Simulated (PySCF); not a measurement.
C₆ coefficients of unlike pairs at M06-2X

Calculated with PySCF 2.14 from the dipole response of each species, C₆(A,B) = (3/π) ∫ α_A(iu) α_B(iu) du, in atomic units, from isotropic polarisabilities. For ions this is the dispersion term alone; charge-induced terms of lower order in 1/R come first.

| species | configuration | basis | relativity | α (bohr³) | C₆ (like pair) |
| --- | --- | --- | --- | --- | --- |
| Cr | [Ar] 3d5 4s1 (7S) | aug-cc-pVTZ (8s7p5d3f2g) | none | 86.86 | 749.8 |
| Rh²⁺ | [Kr] 4d7 (4F) | def2-TZVPPD with the def2 core potential (28 electrons) (6s4p3d2f1g) | core potential | 5.991 | 29.05 |
| Ne | [Ne] (1S) | aug-cc-pVDZ-DK (4s3p2d) | spin-free X2C | 1.985 | 4.438 |
| Cl⁺ | [Ne] 3s2 3p4 (3P) | dyall-acv3z (19s12p6d4f) | none | 8.772 | 40.81 |

Question: Estimate C₆ for Ne with Rh²⁺.

Answer: The integral gives 11.28. The combination rule 2 C_A C_B / (C_A α_B/α_A + C_B α_A/α_B) gives 11.20 and the geometric mean 11.35.

No spin-orbit coupling is included.

The other pairs:

| pair | C₆ |
| --- | --- |
| Cl⁺, Rh²⁺ | 33.11 |
| Rh²⁺, Cr | 102.2 |
| Ne, Cr | 36.20 |
| Cl⁺, Cr | 138.5 |
| Cl⁺, Ne | 12.45 |
